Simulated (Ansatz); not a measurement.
Ideal-gas functions of FGaH₂Zn, SMILES `[F][Zn][GaH2]` at 400 K and 1 bar, from an Ansatz frequency run at PBE0-D4/def2-TZVP.

Molar mass 156.13 g/mol, point group C2v (symmetry number 2), electronic degeneracy 1, moments of inertia 3.664, 357.839, 361.502 u Å². Harmonic wavenumbers (cm⁻¹, unscaled): 99, 100, 225, 380, 543, 639, 756, 1951, 1958.

Use S(trans) = R[1.5 ln M + 2.5 ln T − 1.1517]; rotational temperatures θ = 24.2544 K / I; S(rot) = R[ln(√π/σ · √(T³/θAθBθC)) + 1.5]; for each mode x = 1.438777 ν̃/T, S = R[x/(eˣ − 1) − ln(1 − e⁻ˣ)] and H = RT x/(eˣ − 1); 1 cm⁻¹ = 0.0119627 kJ/mol; R = 8.31446 J/(mol·K).

By hand: the entropy, in J/(mol·K).

Translation 178.0. Rotation: θ = 6.6197, 0.0678, 0.0671 K, giving 100.8. Vibration, mode by mode: 16.94, 16.86, 10.30, 6.33, 3.96, 3.01, 2.16, 0.06, 0.06, in all 59.7. Electronic 0.0. Sum 338.5 J/(mol·K).

By hand: H − E and G − E in kJ/mol, counted from the electronic energy.

Zero-point energy ½ × 6651 × 0.0119627 = 39.8; thermal vibration 11.9; translation, rotation and pV give 4 RT = 13.3. H − E = 65.0 kJ/mol, and G − E = 65.0 − 400 × 338.5/1000 = -70.4 kJ/mol.

Vibration gives 18 % of the entropy, 33.8 J/(mol·K) of it from the modes under 150 cm⁻¹: soft modes count most, and the harmonic formula is weakest for them.
